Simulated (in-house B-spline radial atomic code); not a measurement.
## Binding energies in Cs+

NIST's tabulated ground configuration is [Kr] 4d10 5s2 5p6; each binding energy is the energy of the ion with one electron taken from that subshell, relaxed, less that of the parent. All numbers are computed (Dirac-Hartree-Fock, average of configuration; Fermi nucleus of rms radius 4.8041 fm) with a B-spline radial code for spherical atoms, not measured. Energies include first-order Breit, QED and recoil terms.

```tsv
subshell	X-ray name	binding energy (eV)	-ε (eV)	relaxation (eV)
1s	K	35994.4	36194.4	68.8
2s	L1	5733.2	5784.2	36.9
2p1/2	L2	5372.4	5426.8	40.6
2p3/2	L3	5024.7	5073.2	39.1
3s	M1	1232.3	1250.9	16.2
3p1/2	M2	1081.8	1100.7	16.8
3p3/2	M3	1013.7	1031.2	16.2
3d3/2	M4	751.8	770.3	17.9
3d5/2	M5	737.9	755.8	17.7
4s	N1	252.6	258.9	5.9
4p1/2	N2	196.7	202.6	5.6
4p3/2	N3	182.8	188.3	5.4
4d3/2	N4	89.98	94.85	4.88
4d5/2	N5	87.72	92.43	4.79
5s	O1	39.63	40.54	0.86
5p1/2	O2	23.94	24.71	0.74
5p3/2	O3	22.21	22.87	0.66
```

Relaxation = -ε minus the binding energy without Breit, QED and recoil terms.

Emission lines follow as differences of binding energies, with λ = 12398.42 eV·Å / E:

```
 line          holes  energy (eV)  wavelength (Å)
 K-L3     1s → 2p3/2      30969.7         0.40034
 K-L2     1s → 2p1/2      30622.0         0.40489
 K-M3     1s → 3p3/2      34980.7         0.35444
L3-M5  2p3/2 → 3d5/2       4286.8          2.8922
L2-M4  2p1/2 → 3d3/2       4620.6          2.6833
L1-M3     2s → 3p3/2       4719.5          2.6271
L3-M1     2p3/2 → 3s       3792.4          3.2693
L2-N4  2p1/2 → 4d3/2       5282.4          2.3471
```

(1) What screening constant σ does Moseley's law, E = (3/4)·13.6057 eV·(Z - σ)², need for K-L3?

Moseley's non-relativistic formula needs a falling, then negative, screening constant for heavy elements, because relativity binds the 1s electron more strongly than the formula allows.

(2) What does it cost to remove two 5p1/2 electrons?

(3) What does it cost to remove both a 3d3/2 and a 4d5/2 electron?

(4) What does it cost to remove both a 2p1/2 and a 3d5/2 electron?

## Answers

(1) σ = -0.09.

(2) 59.058 eV, which is 11.18 eV more than the two single binding energies together.

(3) 863.57 eV, which is 24.02 eV more than the two single binding energies together.

(4) 6179.2 eV, which is 68.83 eV more than the two single binding energies together.
